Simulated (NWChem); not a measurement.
System: SiH₃Cl; SMILES Cl[SiH3]

Program: NWChem. Coordinates come from a PBE0/def2-SVP optimisation. Level: PBE/def2-SVP with SMD (1 M gas to 1 M solution), gas-phase geometry. Reactions with the solvent are ignored.

Problem. Among these, which solvent gives the highest value of “cavity-dispersion-structure term (kcal/mol)”?
A. 2-propanol
B. water
C. acetone
D. 1-octanol

Solution. B, water. Values: 2-propanol -1.0; acetone -0.9; 1-octanol -0.8; water 2.0
